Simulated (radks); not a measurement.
Results of a calculation; reference values are marked as such.
Ionisation of the indium ion In+, [Kr] 4d10 5s2, to In2+, [Kr] 4d10 5s1, under several functionals. Dirac Kohn-Sham, spin-unpolarised, spherical densities, finite nucleus; a radial shooting solver on a logarithmic mesh with Libxc functionals. Known Delta-SCF values: LDA (Slater exchange, Perdew-Wang correlation) 19.655 eV; XLYP 19.348 eV; AM05 19.239 eV. What does PBEsol give, and what is its highest occupied eigenvalue?

Answer. 19.278 eV by Delta-SCF; the 5s1/2 eigenvalue is -14.982 eV. NIST: 18.870 eV (measured).

Beside tabulated values, note that spin-unpolarised runs miss the spin-polarisation part of the exchange energy of open shells.
